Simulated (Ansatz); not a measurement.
Reactions of CH₆AlFOSi (`O[SiH]([AlH2])CF`).

Isolated molecules relaxed with PBE0-D4/def2-TZVP in Ansatz; ΔE leaves out vibrations. CBS: MP2 limit from def2 TZ/QZ plus the TZ coupled-cluster correction, frozen cores. This one scheme is used for every species. DFT in def2-TZVPP. One conformer a species, not always the lowest.

| reaction | MP2/CBS(def2) (kJ/mol) | ωB97X-V (kJ/mol) | HF/CBS(def2) (kJ/mol) | PBE0-D4 (kJ/mol) | CCSD(T)/CBS(def2) (kJ/mol) |
| --- | --- | --- | --- | --- | --- |
| `O[SiH]([AlH2])CF` + HCl → `O[SiH](Cl)CF` + `[AlH3]` | -138 | -128 | -144 | -116 | -126 |
| `O[SiH]([AlH2])CF` → `[CH]F` + `O[SiH2][AlH2]` | 404 | 381 | 323 | 401 | 376 |
| `O[SiH]([AlH2])CF` + `O=CBCl` → `O=C[SiH](O)CF` + `[AlH2][BH]Cl` | 13 | 14 | 11 | 20 | 13 |
| `O[SiH]([AlH2])CF` + `C=O` → `O=C[SiH](O)CF` + `[AlH3]` | -9 | -7 | -10 | 4 | -4 |
| `O[SiH]([AlH2])CF` + H₂O → `O[SiH](O)[AlH2]` + `CF` | -121 | -119 | -139 | -113 | -118 |
| `O[SiH]([AlH2])CF` → `F[CH2][AlH][O][SiH3]` | -186 | -172 | -199 | -156 | -176 |
| `O[SiH]([AlH2])CF` + H–F → `FC[SiH](F)[AlH2]` + H₂O | -43 | -47 | -55 | -43 | -45 |
| `O[SiH]([AlH2])CF` + H–F → `O[SiH](F)[AlH2]` + `CF` | -173 | -174 | -204 | -162 | -171 |

Largest T1 diagnostic: 0.018, for `[CH]F`.
